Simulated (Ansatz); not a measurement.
Problem. Name a neutral molecule of C, Ga, N and H with LUMO energy (PBE/def2-TZVPP) between -2.90 and -2.60 eV and size of the dipole moment (B3LYP/def2-TZVPP) between 2.30 and 2.60 D (Ansatz, PBE0-D4/def2-TZVP geometry).

Solution. `N=[C](N)[GaH2]` (-2.81 eV, 2.33 D). Other molecules can fit too; these were computed, each in one conformer that needn't be the lowest.

B3LYP here is the variant with VWN-RPA as its local correlation; programs differ in this.
